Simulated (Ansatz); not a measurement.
B₂H₈N₂Si at its PBE0-D4/def2-TZVP geometry, where that method's forces vanish. Total charge 0; spin multiplicity 1. The bonds changed during the relaxation, so this is another structure than the one it started from.

```xyz
13

B     0.5421    0.6521    2.3624
N     0.0608    0.9105    1.0723
Si    0.6295    0.2151   -0.4221
B    -0.4906    0.0559   -2.0093
N    -0.5106   -1.1698   -0.9372
H     1.4122   -0.1595    2.5023
H     0.0799    1.2389    3.2989
H    -0.6580    1.6152    0.9776
H     1.9349   -0.4260   -0.1369
H     0.0068   -0.2424   -3.0558
H    -1.5150    0.6803   -1.9907
H    -0.1241   -2.0532   -1.2387
H    -1.3679   -1.3172   -0.4230
```

What forces (eV/Å) does r2SCAN-D4/def2-TZVPP give on these atoms in Ansatz 0.2.0? (Best estimate.)

The calculation gave: 
```
B1   0.053 -0.018  0.176
N2  -0.038  0.005 -0.053
Si3  0.081  0.018 -0.043
B4  -0.027  0.113 -0.154
N5  -0.002 -0.087  0.059
H6  -0.029  0.025 -0.011
H7   0.013 -0.016 -0.033
H8  -0.026  0.026  0.001
H9  -0.018 -0.005  0.000
H10 -0.025  0.005  0.042
H11  0.036 -0.026  0.004
H12 -0.002 -0.025  0.000
H13 -0.017 -0.015  0.012
```
